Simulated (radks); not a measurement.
Excited configurations of Sn: one electron is placed in a higher orbital outside [Kr] 4d10 5s2 5p1. The ground configuration is [Kr] 4d10 5s2 5p2. Method: Dirac Kohn-Sham, PBE, spin-unpolarised, spherical densities, finite nucleus; open shells are shared between the two j in proportion to 2j + 1; Fermi nuclear charge, rms radius 4.6519 fm; computed with a radial shooting solver on a logarithmic mesh with Libxc functionals. Excitation = E - E(ground); binding = E(ion) - E, where the ion is the core of charge +1; n* = 1/sqrt(2 binding) in atomic units, and the quantum defect is n - n*. Eigenvalue and <r> are those of j = l + 1/2.

outer orbital  excitation (eV)  binding (eV)  quantum defect  <r> (bohr)
4f                       5.971         0.917           0.148       17.15
5d                       5.080         1.808           2.257       8.652
5f                       6.251         0.637           0.378       28.95
6s                       3.849         3.039           3.884       7.124
6p                       4.796         2.092           3.450       9.501
6d                       5.748         1.140           2.545       16.54
6f                       6.426         0.462           0.572       43.34
7s                       5.365         1.523           4.011       14.43
7p                       5.720         1.168           3.587       18.06
7d                       6.149         0.739           2.708       27.51

The Delta-SCF ionisation energy is 6.888 eV (NIST Atomic Spectra Database: 7.344 eV, measured). Self-interaction in the functional shifts the binding energies and quantum defects, so they are the method's values and not measured ones. Spin polarisation and multiplet splitting are left out, so open shells lie too high by an amount that depends on their filling. Sharing an open shell by 2j + 1 raises it above the true ground level by a part of the spin-orbit splitting, which enters the differences from NIST.

Beside tabulated values, note that spin-unpolarised runs miss the spin-polarisation part of the exchange energy of open shells.
